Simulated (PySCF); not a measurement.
Si(H)2(Cl)(NMe2) (C₂H₈ClNSi), SMILES CN([SiH2]Cl)C. Heavy atoms are numbered as in [SiH2:1]([Cl:2])[N:3]([CH3:4])[CH3:5]. Hydrogens are named by the atom that carries them.

Geometry optimised at ωB97X-D3(BJ)/def2-SVP. Other conformers were not sampled.

Computed with PBE/pcSseg-1 run with PySCF.

GIAO shieldings, no solvent; atoms alike by connectivity are averaged. δ = σ(ref) − σ: ²⁹Si against TMS (σ = 335.4 ppm); ³⁵Cl against HCl (σ = 936.5 ppm); ¹⁵N against NH3 (σ = 267.0 ppm); ¹³C against TMS (σ = 182.0 ppm); ¹H against TMS (σ = 31.49 ppm), references at their B3LYP-D3(BJ)/def2-TZVP geometries, non-relativistic (without spin–orbit terms, shifts of atoms bonded to Cl or Br come out too high).

| atoms | nucleus | count | δ (ppm) |
|---|---|---|---|
| Si1 (SiH2) | ²⁹Si | 1 | ? |
| Cl2 | ³⁵Cl | 1 | 56.0 |
| N3 | ¹⁵N | 1 | ? |
| C4 (CH3) | ¹³C | 2 | 43.5 |
| H on Si1 | ¹H | 2 | ? |
| H on C4 | ¹H | 6 | 2.97 |

Task: Fill in the missing entries. (The exact figures need the calculation; the answer reports its results.)

Result: 
- N3, δ (ppm): 58.2
- Si1 (SiH2), δ (ppm): -14.0
- H on Si1, δ (ppm): 5.62
